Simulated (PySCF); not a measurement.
## Calculated data, Ge2H4O2, ClGeHO2, GeH2O3, CH6GeSi and others

All values are calculated (PySCF 2.14.0). Calculation on a computer-drawn molecule: optimised geometry and harmonic frequencies of an isolated molecule of the commonest isotopes, restricted reference for singlets and unrestricted otherwise, frozen core in MP2; on germanium a core potential holds 10 electrons, which the energies leave out, and 3d is frozen in MP2 and coupled-cluster steps.

Common to all runs: charge 0; multiplicity 1; basis and core potential on germanium cc-pVDZ-PP ECP10MDF.

(1) Ge2H4O2

Start structure:
```xyz
8
Ge2H4O2
O     -0.5357     3.4430    -2.1252
Ge    -1.2322     2.2029    -1.4779
O     -0.5980     0.6097    -1.7669
Ge     0.6984    -0.4064    -2.4050
H     -2.4763     1.9408    -0.7483
H      1.6290     0.3859    -3.1640
H      1.2899    -1.0672    -1.2434
H     -0.0733    -1.3604    -3.3709
```

Here we set method HF and basis cc-pVDZ.

Results for Ge2H4O2: rotational constants 10.03, 1.078, 0.9852 GHz; total energy -738.7976 hartree; convergence status largest gradient component 5.821e-06 hartree/bohr.

Drawn bonds:
```tsv
atom	other atom	order
1	2	2
2	3	1
3	4	1
2	5	1
4	6	1
4	7	1
4	8	1
```

Optimised structure:
```xyz
8
Ge2H4O2
O     -0.0425     3.1935    -1.2094
Ge    -1.2005     2.0944    -1.4561
O     -0.8908     0.4930    -2.0345
Ge     0.6117    -0.3832    -2.4971
H     -2.6977     2.1969    -1.2571
H      1.2632     0.3654    -3.6551
H      1.5241    -0.4432    -1.2766
H      0.1345    -1.7686    -2.9158
```

Modes:
```tsv
frequency (cm⁻¹)	reduced mass (dalton)
63.61	1.111
79.6	11.32
128.3	4.627
287.7	16.24
493.9	5.645
552.7	1.194
697	1.131
697.8	1.206
804.5	1.261
911.4	1.526
952	1.024
952.5	1.026
1012	2.132
1054	10.14
2261	1.024
2263	1.024
2278	1.011
2318	1.021
```

(2) ClGeHO2

Start structure:
```xyz
5
ClGeHO2
O      2.2101     0.7366    -1.1954
Ge     0.9543     0.3992    -0.4081
O      1.0497    -0.7651     0.9979
Cl    -0.9329     1.1376    -0.5905
H      0.1233    -0.9112     1.4704
```

Here we set method HF and basis cc-pV(D+d)Z.

The calculation gives: rotational constants 6.683, 3.213, 2.17 GHz; total energy -903.2121 hartree; convergence status largest gradient component 3.019e-05 hartree/bohr.

Drawn bonds:
```tsv
atom	other atom	order
1	2	2
2	3	1
2	4	1
3	5	1
```

Optimised structure:
```xyz
5
ClGeHO2
O      2.2658     0.7573    -1.2528
Ge     1.0055     0.3556    -0.3385
O      0.9738    -0.7493     0.9895
Cl    -0.9739     1.0976    -0.5387
H      0.1333    -0.8641     1.4147
```

Modes:
```tsv
frequency (cm⁻¹)	reduced mass (dalton)
213.3	12.26
237.7	17.23
263.5	8.395
395.4	1.104
455.4	38.07
801.1	14.12
968.6	1.198
1057	8.765
4132	1.067
```

(3) ClGeHO2

Start structure:
```xyz
5
ClGeHO2
O      2.2658     0.7573    -1.2528
Ge     1.0055     0.3556    -0.3385
O      0.9738    -0.7493     0.9895
Cl    -0.9739     1.0976    -0.5387
H      0.1333    -0.8641     1.4147
```

Here we set method MP2 and basis cc-pV(D+d)Z.

It finds rotational constants 6.426, 3.119, 2.1 GHz; total energy -903.8241 hartree; convergence status largest gradient component 3.742e-05 hartree/bohr.

Drawn bonds:
```tsv
atom	other atom	order
1	2	2
2	3	1
2	4	1
3	5	1
```

Optimised structure:
```xyz
5
ClGeHO2
O      2.2979     0.7702    -1.2789
Ge     1.0120     0.3550    -0.3401
O      0.9969    -0.7828     1.0206
Cl    -0.9997     1.0856    -0.5156
H      0.0973    -0.8308     1.3883
```

Modes:
```tsv
frequency (cm⁻¹)	reduced mass (dalton)
196	12.22
205.7	19.81
234.2	8.955
362.9	1.09
431.9	37.68
737.2	15.41
959.5	1.142
1037	11.65
3805	1.066
```

(4) GeH2O3

Start structure:
```xyz
6
GeH2O3
O      0.7001     0.6826    -1.9695
Ge    -0.3060    -0.2870    -1.1654
O      0.2682    -1.7209    -0.2359
O     -1.9172    -0.2386    -0.8955
H      1.2461    -1.9057    -0.2969
H     -2.2737    -0.8993    -0.3241
```

It was run with method HF and basis cc-pVDZ.

It finds rotational constants 7.714, 6.179, 3.431 GHz; total energy -519.1413 hartree; convergence status largest gradient component 2.195e-05 hartree/bohr.

Drawn bonds:
```tsv
atom	other atom	order
1	2	2
2	3	1
2	4	1
3	5	1
4	6	1
```

Optimised structure:
```xyz
6
GeH2O3
O      0.7003     0.6957    -2.0006
Ge    -0.2309    -0.2991    -1.1399
O      0.2657    -1.7095    -0.2507
O     -1.9373    -0.2318    -0.8758
H      1.1955    -1.8945    -0.2914
H     -2.2759    -0.9297    -0.3288
```

Modes:
```tsv
frequency (cm⁻¹)	reduced mass (dalton)
262.1	9.427
263.4	8.907
264.8	5.123
414.2	1.144
445.2	1.118
784.6	12.16
811.8	13.2
965.8	1.125
982.6	1.261
1059	7.53
4128	1.067
4131	1.067
```

(5) GeH2O3

Start structure:
```xyz
6
GeH2O3
O      0.7003     0.6957    -2.0006
Ge    -0.2309    -0.2991    -1.1399
O      0.2657    -1.7095    -0.2507
O     -1.9373    -0.2318    -0.8758
H      1.1955    -1.8945    -0.2914
H     -2.2759    -0.9297    -0.3288
```

It was run with method MP2 and basis cc-pVDZ.

The calculation gives: rotational constants 7.462, 5.847, 3.278 GHz; total energy -519.8056 hartree; convergence status largest gradient component 2.871e-05 hartree/bohr.

Drawn bonds:
```tsv
atom	other atom	order
1	2	2
2	3	1
2	4	1
3	5	1
4	6	1
```

Optimised structure:
```xyz
6
GeH2O3
O      0.7301     0.7216    -2.0241
Ge    -0.2278    -0.2925    -1.1450
O      0.2372    -1.7471    -0.2192
O     -1.9796    -0.2104    -0.8827
H      1.1961    -1.8829    -0.2997
H     -2.2385    -0.9576    -0.3165
```

Modes:
```tsv
frequency (cm⁻¹)	reduced mass (dalton)
225.6	12.29
233.9	10.67
237	5.258
356.5	1.112
399.9	1.104
716.1	14
751.2	14.63
939.2	1.094
967	1.224
1033	8.276
3811	1.066
3822	1.066
```

(6) CH6GeSi

Start structure:
```xyz
9
CH6GeSi
Si    -0.9068     0.2321     0.4855
C      0.7719    -0.3237     0.8002
Ge     1.9574    -1.2285    -0.5208
H     -1.7464     0.7952     1.4725
H     -1.4491     0.3334    -0.8612
H      1.0720    -0.3742     1.8577
H      1.7904    -0.6626    -1.8524
H      1.7779    -2.6837    -0.5901
H      3.4040    -0.9786    -0.1314
```

Here we set method HF and basis cc-pV(D+d)Z.

The calculation gives: rotational constants 26.48, 2.023, 1.924 GHz; total energy -623.6055 hartree; convergence status largest gradient component 2.324e-05 hartree/bohr.

Drawn bonds:
```tsv
atom	other atom	order
1	2	2
2	3	1
1	4	1
1	5	1
2	6	1
3	7	1
3	8	1
3	9	1
```

Optimised structure:
```xyz
9
CH6GeSi
Si    -0.7638     0.3176     0.4527
C      0.6624    -0.5222     0.8119
Ge     1.9272    -1.2132    -0.4824
H     -1.6936     0.8229     1.4771
H     -1.1943     0.6135    -0.9226
H      0.9013    -0.6957     1.8585
H      1.4425    -0.8837    -1.9008
H      2.0719    -2.7367    -0.3533
H      3.3176    -0.5930    -0.2809
```

Modes:
```tsv
frequency (cm⁻¹)	reduced mass (dalton)
141.2	1.224
171.2	3.77
325.6	1.23
516.9	2.615
584.7	1.074
611.9	1.214
658.9	1.106
790.7	1.719
819.1	1.123
929.6	1.066
960.8	1.022
974.6	1.024
1019	1.206
1042	1.182
1247	3.188
2189	1.023
2201	1.023
2222	1.012
2362	1.035
2375	1.049
3307	1.087
```

(7) GeH6OSi

Start structure:
```xyz
9
GeH6OSi
Si     0.7044    -1.9403     1.3666
O      0.3306    -2.0203    -0.2117
Ge    -0.7810    -1.6533    -1.5372
H      1.8889    -2.7508     1.4632
H      0.9503    -0.4668     1.6338
H     -0.4941    -2.3598     2.1918
H     -2.1113    -2.0717    -1.1859
H     -0.6715    -0.2124    -1.7282
H     -0.1642    -2.4347    -2.7030
```

Settings of this run: method HF and basis cc-pV(D+d)Z.

It finds rotational constants 32.51, 1.95, 1.925 GHz; total energy -660.7194 hartree; convergence status largest gradient component 2.568e-06 hartree/bohr.

Drawn bonds:
```tsv
atom	other atom	order
1	2	1
2	3	1
1	4	1
1	5	1
1	6	1
3	7	1
3	8	1
3	9	1
```

Optimised structure:
```xyz
9
GeH6OSi
Si     0.7003    -1.9183     1.3363
O      0.3567    -2.1133    -0.2482
Ge    -0.7459    -1.6612    -1.5648
H      1.8972    -2.7169     1.6723
H      0.9671    -0.4932     1.6460
H     -0.4331    -2.3671     2.1802
H     -2.1592    -2.0985    -1.1794
H     -0.6786    -0.1451    -1.7483
H     -0.2523    -2.3966    -2.8047
```

Modes:
```tsv
frequency (cm⁻¹)	reduced mass (dalton)
28.5	2.174
46.12	1.021
106.7	4.503
504.6	6.934
694.5	1.088
700.3	1.099
796.6	1.218
800.3	1.256
924.8	1.269
953	1.023
955	1.024
1037	1.054
1044	1.057
1083	1.416
1098	2.197
2239	1.024
2249	1.021
2274	1.014
2290	1.05
2303	1.041
2329	1.028
```
